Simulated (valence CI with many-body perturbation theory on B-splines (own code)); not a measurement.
Run record, Eu30+

Calculated by configuration interaction combined with many-body perturbation theory (CI+MBPT): five valence electrons over a frozen Dirac-Fock core [Ar] 3d10, radial functions for each j: 6 s, 6 p, 5 d, 3 f, 1 g, with the one-electron correlation potential Σ1 (screened to all orders), the two-electron term Σ2, the three-electron term Σ3, Breit, model QED; selected single and double excitations, second order for the rest, scaled by the run's own slope (own B-spline code, finite nucleus).

Command, and the settings that its task file holds:

```sh
python run_cv.py task.json out
```

```
atom Eu  Z=63  mass_number=153  rms_radius_fm=5.1115
core [Ar] 3d10
valence 4s2 4p3
avg = 1
basis = S
breit = 1
cap = 10000
capref = 1200
cscale = 1
de = 0.0
dress = 0
eps = 2e-08
extrap = 1
h = 0.27
hh = 1
l2 = 3
lcore = 6
maxit = 60
n2 = 5
natural = 1
nlev = 21
nno = [3, 3, 3, 2, 1]
nroot = 26
nsp = [3, 3, 2, 1, 0]
pt2 = 1
qed = 1
rpa = 1
s1 = 2
s2 = 1
s3 = 1
screen = 1
tol = 2e-05
whole = 1
```

It took 63 s on 1 thread of Arm Neoverse N1, with other jobs on the host.

Log. The first blocks belong to the next ion, which gives the ionisation energy. Fields: 2J, parity (1 odd), roots, reference size, generating configurations, candidates as configurations/state functions, variational space P, stored matrix elements, Davidson steps; e2 is the range of second-order energies in hartree. The first line gives the box (bohr), its intervals, the orbitals and the steps of their self-consistent field. Window is the range of levels sought, series limit the energy at which the first omitted orbital would enter, core excitation an estimate of the first excitation out of the core, left out the lowest levels not solved, and shifts from estimates the range by which levels moved from their first estimate, all in cm⁻¹.

```
rmax 3.7 intervals 58 orbitals 36 references ['4s2 4p3', '4s 4p4', '4s2 4p2 4d', '4p5', '4s 4p3 4d'] scf 5 t 1.5
2J=0 par=0 roots 2 ref 22 generators 8 cand 3162/5084 P 722/1000 nnz 0 it 0
2J=0 par=0 roots 2 ref 22 generators 16 cand 5190/9118 P 1567/2344 nnz 0 it 5
   second order: generators 23 cand 5149/9488 e2 -0.00002 -0.00001
reference levels 429, estimated 52, window 1332678 1/cm; series limit 4881741, core excitation 8047438
2J=3 par=1 roots 4 ref 39 generators 16 cand 8497/90976 P 912/3548 nnz 1.4e+06 it 4
2J=3 par=1 roots 4 ref 39 generators 32 cand 12422/144115 P 1957/9995 nnz 9.1e+06 it 6
   second order: generators 51 cand 15766/220278 e2 -0.00092 -0.00018
2J=5 par=1 roots 2 ref 39 generators 9 cand 7380/94736 P 727/3548 nnz 1.5e+06 it 5
2J=5 par=1 roots 2 ref 39 generators 25 cand 12359/171311 P 1683/9993 nnz 9.7e+06 it 7
   second order: generators 40 cand 14303/238019 e2 -0.00096 -0.00030
2J=1 par=1 roots 2 ref 24 generators 11 cand 7259/46723 P 1062/3526 nnz 1.3e+06 it 4
2J=1 par=1 roots 2 ref 24 generators 21 cand 10510/71311 P 2499/10000 nnz 8e+06 it 6
   second order: generators 38 cand 13579/105190 e2 -0.00018 -0.00010
2J=5 par=0 roots 7 ref 69 generators 18 cand 10112/122832 P 781/3577 nnz 1.5e+06 it 7
2J=5 par=0 roots 7 ref 69 generators 34 cand 13258/193204 P 1855/9988 nnz 8.7e+06 it 10
   second order: generators 60 cand 17959/314499 e2 -0.00188 -0.00084
2J=3 par=0 roots 8 ref 66 generators 16 cand 8288/80352 P 838/3575 nnz 1.4e+06 it 7
2J=3 par=0 roots 8 ref 66 generators 33 cand 13136/153206 P 1987/9996 nnz 8.3e+06 it 9
   second order: generators 62 cand 19482/271535 e2 -0.00169 -0.00068
2J=1 par=0 roots 5 ref 42 generators 16 cand 8546/53413 P 1160/3547 nnz 1.2e+06 it 7
2J=1 par=0 roots 5 ref 42 generators 31 cand 11855/83947 P 2631/9999 nnz 7.7e+06 it 8
   second order: generators 54 cand 17439/141544 e2 -0.00045 -0.00017
2J=7 par=0 roots 4 ref 51 generators 17 cand 10042/137477 P 728/3565 nnz 1.6e+06 it 5
2J=7 par=0 roots 4 ref 51 generators 32 cand 13020/193260 P 1576/9995 nnz 1e+07 it 6
   second order: generators 50 cand 16066/286436 e2 -0.00125 -0.00077
2J=9 par=0 roots 2 ref 31 generators 10 cand 6771/92407 P 733/3539 nnz 1.9e+06 it 5
2J=9 par=0 roots 2 ref 31 generators 22 cand 11604/155198 P 1581/9999 nnz 1.2e+07 it 5
   second order: generators 37 cand 13937/227616 e2 -0.00029 -0.00028
left out: unestimated 1948316, estimated 1548914, shifts from estimates -34 to 37
operators 3.2
```

The Davidson iterations converged. The settings are bad on purpose, so the numbers may not be properties of the ion.

The last digits are not significant, and no measured levels were compared; by estimate large intervals hold to a few tenths of a per cent, small ones and those within an open d or f shell to about a per cent. Among the levels kept, up to 410 cm⁻¹ of a level comes from second order outside the variational space, and about a tenth of that is noise between levels of different J, which matters for small intervals.

| Item | Value |
| --- | --- |
| Valence energy | -242.1847 hartree |
| Ionisation energy | 1169.8 eV (NIST: 1167 ± 4 eV (theoretical)) |
| Reference configurations for the orbitals | 4s2 4p3, 4s 4p4, 4s2 4p2 4d, 4p5, 4s 4p3 4d |
| Radial orbitals | 36 |
| Box radius | 3.697 bohr |
| Largest variational space | 10000 |
| Lowest levels | (4s^2 4p1/2^2 4p3/2) J=3/2 0.00, (4s^2 4p1/2 4p3/2^2) J=3/2 35.11, (4s^2 4p1/2 4p3/2^2) J=5/2 39.37, (4s^2 4p1/2 4p3/2^2) J=1/2 44.73, (4s^2 4p3/2^3) J=3/2 80.50, (4s 4p1/2^2 4p3/2^2) J=5/2 104.60, (4s^2 4p1/2^2 4d3/2) J=3/2 111.88, (4s 4p1/2^2 4p3/2^2) J=1/2 117.25, (4s 4p1/2^2 4p3/2^2) J=3/2 122.04, (4s^2 4p1/2^2 4d5/2) J=5/2 129.27, (4s 4p1/2 4p3/2^3) J=3/2 [a] 142.52, (4s 4p1/2 4p3/2^3) J=5/2 147.25, (4s^2 4p1/2 4p3/2 4d3/2) J=3/2 [a] 148.73, (4s^2 4p1/2 4p3/2 4d3/2) J=1/2 [a] 148.89 eV |

Levels are named by their leading jj configuration (3d3/2^4 stands for four electrons in 3d with j = 3/2), which in mixed levels can hold well under half, so a name can repeat and another be missing. Letters in brackets count levels of one name in rising energy.
